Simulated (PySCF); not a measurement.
Record of a relaxation.

InEt2H, C4H11In.
Bonds: In1–C2, In1–C9, C2–C3, C9–C10. Hydrogens: H16 on In1; H4, H5 on C2; H6, H7, H8 on C3; H11, H12 on C9; H13, H14, H15 on C10.

Computed by this run: PBE0-D3(BJ)/def2-SVP geometry optimisation, gas phase, def2 core potentials past Kr in PySCF 2.14.0; density fitting, grid level 1; the optimiser is geomeTRIC in internal coordinates, started from a GFN2-xTB structure with every atom displaced at random (about 0.03 Å). 5 of its 21 geometries are shown. The frame can shift and turn from step to step; on so coarse a grid that alone can change the energy by a few meV, and forces under 0.02 eV/Å are noise.

Step 0: E = -9491.6715 eV, largest atomic force 3.326 eV/Å
```
atom  x, y, z in Å  |  force x, y, z in eV/Å
In1    -0.365   -0.856    0.000   -0.689   1.593  -0.048
C2      1.822   -0.848   -0.026    0.439   1.219  -1.438
C3      2.342   -1.129    1.342    2.782   1.323  -0.187
H4      2.266    0.158   -0.375   -0.889  -1.208   0.293
H5      2.189   -1.600   -0.766   -0.207   0.238   0.357
H6      3.483   -1.102    1.344   -0.911  -0.072  -0.055
H7      2.100   -0.375    2.087   -0.485   0.279   0.332
H8      2.120   -2.084    1.709   -0.766  -1.908   0.822
C9     -1.593    1.179    0.047    0.639  -1.976  -2.598
C10    -2.306    1.394   -1.310   -1.629   0.635   0.983
H11    -0.883    1.947    0.206    1.074   1.190   0.378
H12    -2.293    1.168    0.828   -1.206  -0.133   1.559
H13    -2.932    2.376   -1.350    0.881  -1.351   0.190
H14    -1.631    1.449   -2.142    0.771   0.074  -0.758
H15    -3.022    0.566   -1.545    0.280   0.402   0.170
H16    -1.332   -2.278    0.017   -0.084  -0.306   0.000
```

Step 5: E = -9492.2073 eV, largest atomic force 0.048 eV/Å
```
atom  x, y, z in Å  |  force x, y, z in eV/Å
In1    -0.393   -0.725   -0.011    0.024  -0.026  -0.005
C2      1.795   -0.794   -0.009   -0.013   0.021   0.037
C3      2.384   -1.128    1.360   -0.001  -0.006  -0.023
H4      2.168    0.180   -0.366    0.007  -0.010   0.001
H5      2.105   -1.547   -0.752    0.002   0.006  -0.010
H6      3.488   -1.154    1.337   -0.002  -0.001   0.007
H7      2.102   -0.390    2.129    0.007   0.012  -0.001
H8      2.051   -2.113    1.724   -0.003  -0.013   0.003
C9     -1.525    1.143   -0.023   -0.035   0.030  -0.013
C10    -2.307    1.362   -1.316   -0.007   0.002   0.013
H11    -0.837    1.983    0.164    0.021  -0.004  -0.012
H12    -2.216    1.109    0.836   -0.003  -0.010   0.010
H13    -2.905    2.290   -1.285    0.002  -0.007  -0.004
H14    -1.646    1.444   -2.195    0.004   0.002  -0.006
H15    -3.010    0.537   -1.520   -0.003   0.004   0.003
H16    -1.286   -2.231   -0.005   -0.002   0.000   0.001
```

Step 10: E = -9492.2191 eV, largest atomic force 0.266 eV/Å
```
atom  x, y, z in Å  |  force x, y, z in eV/Å
In1    -0.210   -0.517   -0.133   -0.176   0.051   0.101
C2      1.932   -0.553    0.286    0.112  -0.076  -0.229
C3      2.351   -1.410    1.473   -0.060  -0.028   0.094
H4      2.339    0.467    0.363   -0.061   0.046   0.042
H5      2.365   -0.970   -0.644    0.011   0.013   0.025
H6      3.444   -1.551    1.519    0.016   0.011  -0.011
H7      2.055   -0.953    2.432   -0.029  -0.036  -0.013
H8      1.899   -2.417    1.442    0.027   0.051   0.001
C9     -1.380    1.317   -0.426    0.216  -0.115   0.081
C10    -2.617    1.249   -1.307   -0.002  -0.074  -0.047
H11    -0.665    2.079   -0.777   -0.086   0.068   0.025
H12    -1.655    1.599    0.609    0.028   0.087  -0.063
H13    -3.135    2.221   -1.368   -0.001   0.019   0.016
H14    -2.378    0.953   -2.342   -0.002   0.003   0.024
H15    -3.349    0.519   -0.928    0.000  -0.020  -0.014
H16    -1.031   -2.067   -0.132    0.007   0.001  -0.033
```

Step 15: E = -9492.2507 eV, largest atomic force 0.070 eV/Å
```
atom  x, y, z in Å  |  force x, y, z in eV/Å
In1    -0.175   -0.423   -0.125    0.014  -0.020  -0.017
C2      1.899   -0.393    0.564   -0.045   0.042   0.033
C3      2.318   -1.572    1.432    0.049  -0.013   0.011
H4      2.060    0.564    1.089    0.028   0.002  -0.015
H5      2.519   -0.335   -0.348   -0.003  -0.005  -0.016
H6      3.401   -1.562    1.651   -0.012   0.011   0.005
H7      1.800   -1.571    2.404   -0.024  -0.017  -0.007
H8      2.099   -2.541    0.955   -0.005  -0.004  -0.009
C9     -1.226    1.373   -0.788   -0.026   0.004   0.008
C10    -2.687    1.164   -1.166    0.011   0.007  -0.001
H11    -0.652    1.785   -1.637    0.010  -0.010  -0.006
H12    -1.128    2.123    0.016    0.010  -0.008   0.011
H13    -3.170    2.101   -1.493   -0.004  -0.001  -0.004
H14    -2.801    0.439   -1.987    0.001  -0.003  -0.003
H15    -3.280    0.776   -0.322    0.000   0.002   0.000
H16    -1.012   -1.962   -0.179   -0.003   0.011   0.009
```

Step 20: E = -9492.2541 eV, largest atomic force under 0.02 eV/Å
```
atom  x, y, z in Å  |  force x, y, z in eV/Å
In1    -0.194   -0.444   -0.101   -0.001   0.001  -0.002
C2      1.852   -0.357    0.660    0.001  -0.013  -0.001
C3      2.328   -1.594    1.411    0.000   0.005  -0.005
H4      1.927    0.546    1.289   -0.003  -0.002   0.002
H5      2.496   -0.155   -0.214    0.000   0.005   0.002
H6      3.371   -1.495    1.757    0.000  -0.002   0.000
H7      1.713   -1.799    2.302    0.001   0.002   0.002
H8      2.282   -2.499    0.784   -0.001  -0.002   0.000
C9     -1.183    1.326   -0.913    0.006   0.009  -0.007
C10    -2.684    1.196   -1.138    0.000  -0.003   0.000
H11    -0.663    1.561   -1.859    0.001  -0.001   0.000
H12    -0.950    2.169   -0.240   -0.004  -0.001   0.004
H13    -3.121    2.114   -1.568    0.000   0.000  -0.001
H14    -2.927    0.370   -1.825    0.000  -0.001   0.000
H15    -3.226    0.994   -0.200    0.000   0.002   0.000
H16    -1.055   -1.968   -0.078   -0.001   0.000   0.005
```

**Question.** Summarise the path.

**Answer.** The energy falls by 56.21 kJ/mol from step 0 to step 20; nine tenths of that is first reached at step 3. It falls at every step. The largest force goes from 3.326 to under 0.02 eV/Å. Among the bonds In1–C9 changes most, from 2.377 to 2.184 Å; the atoms move by 1.254 Å rms after alignment.

**Question.** Follow the three bonds and two angles with the largest change from start to end.

**Answer.** 
| step | E above end (kJ/mol) | largest force (eV/Å) | In1–C9 (Å) | C10–H13 (Å) | C3–H8 (Å) | In1–C2–C3 (°) | In1–C2–H4 (°) |
| --- | --- | --- | --- | --- | --- | --- | --- |
| 0 | 56.21 | 3.326 | 2.377 | 1.166 | 1.046 | 109.7 | 113.1 |
| 1 | 8.23 | 0.530 | 2.158 | 1.105 | 1.102 | 110.8 | 110.0 |
| 2 | 5.67 | 0.340 | 2.215 | 1.102 | 1.105 | 111.5 | 108.9 |
| 3 | 4.84 | 0.121 | 2.195 | 1.105 | 1.103 | 112.1 | 108.3 |
| 4 | 4.61 | 0.061 | 2.186 | 1.104 | 1.102 | 112.7 | 108.1 |
| 5 | 4.51 | 0.048 | 2.185 | 1.104 | 1.102 | 113.1 | 108.1 |
| 6 | 4.42 | 0.037 | 2.186 | 1.104 | 1.102 | 113.6 | 108.2 |
| 7 | 4.34 | 0.034 | 2.188 | 1.104 | 1.102 | 113.9 | 108.5 |
| 8 | 4.17 | 0.079 | 2.190 | 1.104 | 1.103 | 114.3 | 108.9 |
| 9 | 3.68 | 0.163 | 2.193 | 1.104 | 1.103 | 114.9 | 109.9 |
| 10 | 3.38 | 0.266 | 2.195 | 1.104 | 1.104 | 115.3 | 111.1 |
| 11 | 2.60 | 0.224 | 2.193 | 1.104 | 1.104 | 114.7 | 110.9 |
| 12 | 1.10 | 0.148 | 2.181 | 1.104 | 1.102 | 113.8 | 109.7 |
| 13 | 0.79 | 0.094 | 2.180 | 1.105 | 1.102 | 114.1 | 108.8 |
| 14 | 0.45 | 0.057 | 2.183 | 1.104 | 1.102 | 114.9 | 108.0 |
| 15 | 0.32 | 0.070 | 2.185 | 1.104 | 1.102 | 115.5 | 107.5 |
| 16 | 0.20 | 0.068 | 2.187 | 1.104 | 1.102 | 116.3 | 106.9 |
| 17 | 0.14 | 0.042 | 2.186 | 1.104 | 1.102 | 116.2 | 107.0 |
| 18 | 0.06 | 0.037 | 2.184 | 1.104 | 1.102 | 115.9 | 107.1 |
| 19 | 0.03 | 0.028 | 2.184 | 1.104 | 1.102 | 115.7 | 107.2 |
| 20 | 0.00 | under 0.02 | 2.184 | 1.104 | 1.102 | 115.6 | 107.2 |

What follows is the cost of the whole optimisation. The run took 4.6 min on an AMD EPYC 7R43 with one thread, shared host with 256 logical CPUs at a one-minute load of 131, and the process peaked at 0.50 GiB of memory.
